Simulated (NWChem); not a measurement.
# NH₃TeO; SMILES O[Te]N

Results from NWChem. Structure relaxed at the PBE0/def2-SVP level. No frequency run checked for a minimum. def2 effective core potentials on Te; no spin-orbit coupling. One conformer.

Diagonal of the polarisability tensor at PBE0/def2-SVPD, static: 52.98, 61.91, 50.38 bohr³.

### Question
Find the mean polarisability volume, the molar refraction, and the refractive index that an ideal gas of it would have at 273.15 K and 1 atm.

### Answer

1. Mean: one third of the trace = 55.09 bohr³ × 0.14818 Å³/bohr³ = 8.16 Å³.
2. Molar refraction (Lorentz-Lorenz): (4π/3) N_A α = 20.6 cm³/mol.
3. Number density p/kT = 2.687 × 10⁻⁵ Å⁻³; n − 1 = 2π N α = 13.78 × 10⁻⁴.
4. These hold the electronic response alone: vibrational and orientational terms add to the static dielectric constant.
